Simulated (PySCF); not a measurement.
**Spinor energies of W⁵²⁺ (tungsten, charge +52)**

Start: [Ar] 3d4; 3d3/2 filled at m_j = -3/2, -1/2, +1/2, +3/2. Calculated with PySCF 2.14 in an even-tempered Gaussian basis (15 s from 14 bohr⁻², ratio 2.8; 12 p from 18 bohr⁻², ratio 2.8; 8 d from 18 bohr⁻², ratio 2.8; 3 f from 60 bohr⁻², ratio 3): generalised Hartree-Fock with the X2C-1e Hamiltonian and a Gaussian nucleus; one run each with spin-orbit coupling (SO) switched off, then screened by Boettger's factors.

```
spinor shell  electrons  ε, spin-free (eV)  ε, screened SO (eV)  weight of nominal j (screened SO)  rms radius, screened SO (bohr)
       1s1/2          2           -73276.8             -73248.8                              1.000                          0.0208
       2s1/2          2           -15489.2             -15477.3                              1.000                          0.0833
       2p1/2          2           -13974.3             -14959.9                              1.000                          0.0708
       2p3/2          4           -13974.3             -13564.1                              1.000                          0.0779
       3s1/2          2            -5784.2              -5780.3                              1.000                           0.206
       3p1/2          2            -5320.0              -5579.1                              1.000                           0.196
       3p3/2          4            -5320.0              -5209.6                              1.000                           0.210
       3d3/2          4            -4895.1              -4925.5                              1.000                           0.180
```

| quantity | spin-free | screened SO |
| --- | --- | --- |
| E (hartree) | -13675.11894 | -13699.19999 |
| M_J | 0 | 0 |
| ⟨J²⟩ | 4.001 | 0.000 |
| ⟨L²⟩ | 6.000 | 2.458 |
| ⟨S²⟩ | 6.000 | 2.458 |

Breit and QED terms are absent; they matter most for the inner s and p1/2 levels.

Densities and radii are taken from the X2C orbitals without a picture-change correction, which distorts them close to the nucleus.

Without spin-orbit coupling the j labels of p, d and f shells carry no meaning; the spin-free column gives the mean over the occupied spinors of each nl shell, and its ⟨J²⟩ belongs to a mixture of degenerate components.
